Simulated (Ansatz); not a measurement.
`O[SiH2][GeH2][OH]` and `C=C[SiH](O)[GeH2][OH]` differ in one atom or group.

Ansatz, PBE0-D4/def2-TZVP geometries, multiplicity 1. Each molecule was computed in one conformer, which needn't be the lowest.

Scalar relativity is left out up to krypton.

| property | `O[SiH2][GeH2][OH]` |
| --- | --- |
| HOMO–LUMO gap (B3LYP/def2-TZVPP) / eV | 6.63 |
| size of the dipole moment (B3LYP/def2-TZVPP) / D | 1.67 |
| size of the dipole moment (PBE/def2-TZVPP) / D | 1.61 |
| LUMO energy (ωB97M-V/def2-TZVPP) / eV | 0.96 |
| LUMO energy (PBE/def2-TZVPP) / eV | -1.59 |
| HOMO energy (ωB97M-V/def2-TZVPP) / eV | -9.88 |

(1) Give the same properties after the change, and the shifts. (Best estimate.)

## Answers

(1) The calculation gave: 
```
                                        property  `C=C[SiH](O)[GeH2][OH]`  shift
           HOMO–LUMO gap (B3LYP/def2-TZVPP) / eV                     6.60  -0.03
size of the dipole moment (B3LYP/def2-TZVPP) / D                     2.08   0.41
  size of the dipole moment (PBE/def2-TZVPP) / D                     1.92   0.31
           LUMO energy (ωB97M-V/def2-TZVPP) / eV                     1.04   0.08
               LUMO energy (PBE/def2-TZVPP) / eV                    -1.76  -0.17
           HOMO energy (ωB97M-V/def2-TZVPP) / eV                    -9.92  -0.04
```

Dipoles are sizes alone; their direction can turn.

B3LYP here is the variant with VWN-RPA as its local correlation; programs differ in this.
